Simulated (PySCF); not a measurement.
Cartesian coordinates (Å):
SMILES: CC(C)=N
```xyz
11

C      1.2623     0.1531     0.5666
C      0.0170     0.3678    -0.2369
C     -1.0416    -0.6875    -0.0924
N     -0.0726     1.3966    -0.9722
H      1.0241     0.0957     1.6331
H      1.7319    -0.7979     0.2971
H      1.9660     0.9655     0.3960
H     -1.3537    -0.7730     0.9528
H     -1.9175    -0.4671    -0.7040
H     -0.6461    -1.6656    -0.3822
H     -0.9698     1.4123    -1.4580
```
Charge 0, spin multiplicity 1.

Task: What dipole moment, HOMO, LUMO, HOMO–LUMO gap and total energy does PySCF with PBE0-D3(BJ)/def2-TZVP give?

Result: 
The dipole moment is 0.511 e·Å and the HOMO is -7.39 eV. The LUMO is 0.25 eV, the HOMO–LUMO gap is 7.64 eV and the total energy is -4711.18 eV.
